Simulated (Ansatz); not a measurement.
Consider the formal hydrolysis of a Ta–F bond: `[F][Ta]([Cl])([Cl])([Cl])[Cl]` + H₂O → `[OH][Ta]([Cl])([Cl])([Cl])[Cl]` + H–F.

Program: Ansatz. Geometries: PBE0-D4/def2-TZVP. ΔE: electronic, gas phase. CBS: MP2 limit from def2 TZ/QZ plus the TZ coupled-cluster correction, frozen cores. This one scheme is used for every species. Functionals use def2-TZVPP. def2 core potentials past Kr. For Ta outer-core shells are correlated without core-valence functions, which leaves a few kJ/mol of doubt a bond. One conformer a species, not always the lowest.

| level | ΔE (kcal/mol) |
| --- | --- |
| revPBE-D4 | 8.2 |
| ωB97X-V | 7.5 |

What does CCSD(T)/CBS give? (Estimate.)

The calculation gave: +5.6 kcal/mol. The listed levels differ from it by 2.6, 1.9 kcal/mol.

Largest T1 diagnostic among the species: 0.018.

From r2SCAN to r2SCAN0 (25 % exact exchange), in def2-TZVPP and without D4, ΔE moves by −1.2 kcal/mol. At CCSD(T), def2-SVP lies −1.3 kcal/mol from the extrapolated value and def2-TZVPP −0.2 kcal/mol. In def2-TZVPP, CCSD(T) changes the Hartree–Fock value by −2.1 kcal/mol (the triples alone add −0.2 kcal/mol) and MP2 by −3.5 kcal/mol.

CCSD(T)/CBS has its own doubt, a few kJ/mol and more with outer-core shells, so smaller differences from it don't rank the levels.
